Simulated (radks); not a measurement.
Values are calculated unless marked as measured or tabulated.
Species: Pm54+. Configuration: [He] 2s2 2p3.

Code: a radial shooting solver on a logarithmic mesh with Libxc functionals. Model: scalar-relativistic Kohn-Sham, PBE, spin-unpolarised, spherical densities, point nucleus.

Energy parts (eV):
part                      energy
total                 -165347.55
kinetic                181011.94
electron-nucleus      -353798.43
Hartree                  9579.48
exchange-correlation    -2140.55

Orbitals (lengths in bohr, moments of r in powers of bohr; <r^-3> diverges for s and p1/2; r(max) is where P^2 peaks):
orbital  occ.  eigenvalue (eV)   r(max)      <r^2>      <r>  <r^-3>
1s          2        -49998.89  0.01477  0.0007275  0.02312       -
2s          2        -11684.13  0.08205    0.01073  0.09555       -
2p          3        -11003.35  0.06571   0.008420  0.08337   10440
3s          0        -4941.789   0.2144    0.05703   0.2238       -
3p          0        -4737.333   0.2050    0.05347   0.2152    3010

The highest occupied level is 2p at -11003.4 eV. Summed over all electrons, <r^2> = 0.04818 bohr^2, which gives a Langevin (diamagnetic) susceptibility term of -0.0382 x 10^-6 cm^3/mol. For comparison, the ionisation energy in NIST's Atomic Spectra Database is 10942 eV (theoretical). In exact Kohn-Sham theory the highest level is minus the ionisation energy, but local and semilocal functionals leave it too shallow, through self-interaction and a potential that decays too fast; potentials with the right tail come closer.

Beside tabulated values, note that spin-unpolarised runs miss the spin-polarisation part of the exchange energy of open shells.
